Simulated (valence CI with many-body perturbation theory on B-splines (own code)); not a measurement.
Results of a calculation; reference values are marked as such.
## K14+: input, log and results

Level of theory: configuration interaction combined with many-body perturbation theory (CI+MBPT): three valence electrons over a frozen Dirac-Fock core [He], radial functions for each j: 11 s, 11 p, 10 d, 8 f, 5 g, 2 h, with the one-electron correlation potential Σ1 (screened to all orders), the two-electron term Σ2, the three-electron term Σ3, Breit, model QED; selected single and double excitations, second order for the rest, scaled by the run's own slope (own B-spline code, finite nucleus).

Command, and the settings that its task file holds:

```sh
python run_cv.py task.json out
```

```
atom K  Z=19  mass_number=39  rms_radius_fm=3.4349
core [He]
valence 2s2 2p1
avg = 1
basis = M
breit = 1
cap = 32000
capref = 2000
cscale = 1
de = 0.0
dress = 0
eps = 2e-08
extrap = 1
h = 0.27
hh = 1
l2 = 3
lcore = 6
maxit = 60
n2 = 5
natural = 1
nlev = 150
nno = [5, 5, 5, 4, 2, 1]
nroot = 36
nsp = [6, 6, 5, 4, 3, 1]
pt2 = 1
qed = 1
rpa = 1
s1 = 1
s2 = 1
s3 = 1
screen = 1
tol = 2e-05
whole = 1
```

It took 96 s on 1 thread of Arm Neoverse V1, on a shared host.

Log. The first blocks belong to the next ion, which gives the ionisation energy. Fields: 2J, parity (1 odd), roots, reference size, generating configurations, candidates as configurations/state functions, variational space P, stored matrix elements, Davidson steps; e2 is the range of second-order energies in hartree. The first line gives the box (bohr), its intervals, the orbitals and the steps of their self-consistent field. Window is the range of levels sought, series limit the energy at which the first omitted orbital would enter, core excitation an estimate of the first excitation out of the core, left out the lowest levels not solved, and shifts from estimates the range by which levels moved from their first estimate, all in cm⁻¹.

```
rmax 10.0 intervals 63 orbitals 83 references ['2s2 2p', '2s 2p2', '2p3'] scf 4 t 0.7
2J=0 par=0 roots 2 ref 20 generators 3 cand 353/353 P 373/373 nnz 0 it 0
2J=0 par=0 roots 2 ref 20 generators 6 cand 15/15 P 388/388 nnz 0 it 0
   second order: generators 10 cand 28/28 e2 -0.00000 -0.00000
reference levels 1013, estimated 767, window 5620370 1/cm; series limit 6418845, core excitation 27647121
2J=1 par=1 roots 25 ref 80 generators 27 cand 1369/2081 P 4956/7277 nnz 4.6e+06 it 5
2J=1 par=1 roots 25 ref 80 generators 63 cand 5287/8267 P 10243/15544 nnz 1.8e+07 it 8
   second order: generators 133 cand 17383/26868 e2 -0.00003 -0.00000
2J=3 par=1 roots 35 ref 122 generators 31 cand 968/2060 P 3636/7221 nnz 5.4e+06 it 6
2J=3 par=1 roots 35 ref 122 generators 74 cand 7342/16225 P 10978/23446 nnz 4.2e+07 it 8
   second order: generators 158 cand 24047/54373 e2 -0.00004 -0.00000
2J=1 par=0 roots 28 ref 82 generators 31 cand 1347/2043 P 4828/7165 nnz 4.5e+06 it 5
2J=1 par=0 roots 28 ref 82 generators 69 cand 5229/8148 P 10057/15313 nnz 1.7e+07 it 8
   second order: generators 127 cand 15987/24472 e2 -0.00003 -0.00000
2J=3 par=0 roots 35 ref 120 generators 32 cand 974/2055 P 3596/7203 nnz 5.4e+06 it 6
2J=3 par=0 roots 35 ref 120 generators 71 cand 8181/18643 P 11777/25846 nnz 4.9e+07 it 8
   second order: generators 160 cand 23366/53623 e2 -0.00005 -0.00000
2J=5 par=0 roots 30 ref 121 generators 29 cand 861/2048 P 3452/7211 nnz 5.6e+06 it 5
2J=5 par=0 roots 30 ref 121 generators 65 cand 8279/21395 P 11731/28606 nnz 6.2e+07 it 9
   second order: generators 149 cand 26219/71157 e2 -0.00005 -0.00000
2J=5 par=1 roots 24 ref 116 generators 24 cand 889/2053 P 3400/7202 nnz 5.6e+06 it 7
2J=5 par=1 roots 24 ref 116 generators 55 cand 7184/18733 P 10584/25935 nnz 5.3e+07 it 8
   second order: generators 125 cand 26907/72682 e2 -0.00005 -0.00000
2J=7 par=0 roots 15 ref 89 generators 13 cand 809/2055 P 3246/7180 nnz 5.4e+06 it 6
2J=7 par=0 roots 15 ref 89 generators 42 cand 5597/15496 P 8843/22676 nnz 4.4e+07 it 8
   second order: generators 92 cand 27565/79863 e2 -0.00004 -0.00001
2J=7 par=1 roots 12 ref 92 generators 16 cand 1038/2206 P 3574/7383 nnz 5.6e+06 it 7
2J=7 par=1 roots 12 ref 92 generators 35 cand 5501/15144 P 9075/22527 nnz 4.2e+07 it 10
   second order: generators 78 cand 25092/73442 e2 -0.00005 -0.00001
2J=9 par=1 roots 3 ref 55 generators 8 cand 1284/2805 P 3150/6699 nnz 4.5e+06 it 4
2J=9 par=1 roots 3 ref 55 generators 15 cand 2184/5451 P 5334/12150 nnz 1.4e+07 it 5
   second order: generators 30 cand 20271/58818 e2 -0.00004 -0.00002
2J=9 par=0 roots 7 ref 60 generators 8 cand 1007/2348 P 3161/6720 nnz 4.6e+06 it 5
2J=9 par=0 roots 7 ref 60 generators 24 cand 3597/10279 P 6758/16999 nnz 2.7e+07 it 6
   second order: generators 51 cand 22172/63530 e2 -0.00003 -0.00001
2J=11 par=0 roots 2 ref 26 generators 2 cand 1794/4148 P 3055/6659 nnz 4.3e+06 it 4
2J=11 par=0 roots 2 ref 26 generators 6 cand 818/1904 P 3873/8563 nnz 7.4e+06 it 4
   second order: generators 16 cand 8445/21750 e2 -0.00001 -0.00001
2J=11 par=1 roots 1 ref 29 generators 4 cand 1145/2740 P 2594/5481 nnz 3.6e+06 it 4
2J=11 par=1 roots 1 ref 29 generators 8 cand 722/1739 P 3316/7220 nnz 6.2e+06 it 5
   second order: generators 14 cand 10440/30099 e2 -0.00002 -0.00002
left out: unestimated 6590670, estimated 5949642, shifts from estimates -54 to 96
operators 0.3
```

The Davidson iterations converged.

No measured levels were compared; by estimate levels of excited configurations hold to 0.05 to 0.15 % of their energy, terms of the ground configuration to about 0.5 %.

```
Valence energy                            : -105.2322 hartree
Ionisation energy                         : 860.93 eV (NIST: 860.92 ± 0.25 eV (semi-empirical))
Reference configurations for the orbitals : 2s2 2p, 2s 2p2, 2p3
Radial orbitals                           : 83
Box radius                                : 9.955 bohr
Largest variational space                 : 28606
Lowest levels                             : 2s2.2p 2P°_1/2 0, 2s2.2p 2P°_3/2 29008, 2s.2p2 4P_1/2 248000, 2s.2p2 4P_3/2 259240, 2s.2p2 4P_5/2 273850, 2s.2p2 2D_3/2 444090, 2s.2p2 2D_5/2 445720, 2s.2p2 2S_1/2 553210, 2s.2p2 2P_1/2 588620, 2s.2p2 2P_3/2 599400, 2p3 4S°_3/2 775040, 2p3 2D°_3/2 874480, 2p3 2D°_5/2 877590, 2p3 2P°_1/2 979620 cm⁻¹
```
